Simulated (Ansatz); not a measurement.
CH2N (SMILES C=[N]), charge 0, multiplicity 2, relaxed at each level with Ansatz (a program for electronic structure); harmonic frequencies from differences of analytic forces, average atomic masses, frozen cores. Open shells are unrestricted.

| level | harmonic frequencies (cm⁻¹) | ZPE (eV) | cost over HF/def2-TZVPP (rough) |
|---|---|---|---|
| HF/def2-TZVPP | 1053 1063 1431 1628 3174 3259 | 0.720 | ×1 |
| PBE/def2-TZVPP | 882 943 1320 1682 2878 2922 | 0.659 | ×0.7 |
| PBE0/def2-TZVPP | 929 998 1373 1746 2990 3053 | 0.687 | ×1 |
| wB97X-V/def2-TZVPP | 940 1011 1383 1756 3008 3076 | 0.693 | ×2 |
| MP2/cc-pVTZ | 953 1163 1417 2132 3059 3129 | 0.735 | ×2 |
| CCSD(T)/cc-pVDZ | 930 966 1375 1682 3011 3084 | 0.685 | ×2 |

Doubts at one or more of the structures used: a spin-contaminated determinant (HF/def2-TZVPP, CCSD(T)/cc-pVDZ).
